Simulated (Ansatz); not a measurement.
Start from `CC(C)[O][Ge][F]` and change one atom or group to get `CC(C)[O][InH][F]`.

Ansatz, PBE0-D4/def2-TZVP geometries, multiplicity 1. Each molecule was computed in one conformer, which needn't be the lowest.

Elements past krypton have def2 core potentials. Scalar relativity is left out up to krypton.

```
                               property  `CC(C)[O][Ge][F]`
    HOMO–LUMO gap (PBE/def2-TZVPP) / eV               4.03
    LUMO energy (B3LYP/def2-TZVPP) / eV              -2.10
HOMO–LUMO gap (ωB97M-V/def2-TZVPP) / eV              10.33
     LUMO energy (PBE0/def2-TZVPP) / eV              -1.86
      HOMO energy (PBE/def2-TZVPP) / eV              -6.64
     HOMO energy (PBE0/def2-TZVPP) / eV              -7.95
```

Task: Give the same properties after the change, and the shifts. (An estimate is asked.)

Result: Computed: 
```json
{"property": "HOMO–LUMO gap (PBE/def2-TZVPP) / eV", "`CC(C)[O][InH][F]`": "4.27", "shift": "0.24"}
{"property": "LUMO energy (B3LYP/def2-TZVPP) / eV", "`CC(C)[O][InH][F]`": "-1.61", "shift": "0.49"}
{"property": "HOMO–LUMO gap (ωB97M-V/def2-TZVPP) / eV", "`CC(C)[O][InH][F]`": "10.37", "shift": "0.04"}
{"property": "LUMO energy (PBE0/def2-TZVPP) / eV", "`CC(C)[O][InH][F]`": "-1.32", "shift": "0.54"}
{"property": "HOMO energy (PBE/def2-TZVPP) / eV", "`CC(C)[O][InH][F]`": "-6.38", "shift": "0.26"}
{"property": "HOMO energy (PBE0/def2-TZVPP) / eV", "`CC(C)[O][InH][F]`": "-7.87", "shift": "0.08"}
```

With PBE0 the HOMO rises by 0.08 eV and the LUMO rises by 0.54 eV, so the gap widens by about 0.46 eV. PBE moves the HOMO by 0.26 eV and ωB97M-V by -0.04 eV.

B3LYP here is the variant with VWN-RPA as its local correlation; programs differ in this.
